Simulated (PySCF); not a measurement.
C2H10FNSi2, SMILES NC[SiH2]C[SiH2]F.

Geometry optimised at B3LYP-D3(BJ)/def2-SVP. This is a generated structure with no PubChem entry under its InChIKey; it may be hypothetical. One conformer was computed; it need not be the lowest.

Level of theory: TDA-PBE/def2-SVPD (PySCF).

Vertical excitations. Isolated molecule, no solvent.

Computed excitation energies, oscillator strengths and character:
```tsv
state	energy (eV)	λ (nm)	f	main pairs
S1	4.97	249	0.023	HOMO→LUMO 100 %
S2	5.24	237	0.002	HOMO→LUMO+1 99 %
S3	5.39	230	0.007	HOMO→LUMO+2 99 %
S4	6.03	205	0.014	HOMO→LUMO+3 99 %
S5	6.26	198	0.014	HOMO→LUMO+4 100 %
S6	6.44	193	0.011	HOMO→LUMO+5 99 %
T1	4.92	252	0	HOMO→LUMO 100 %
T2	5.15	241	0	HOMO→LUMO+2 92 %
```
Triplets are in the Tamm–Dancoff approximation.
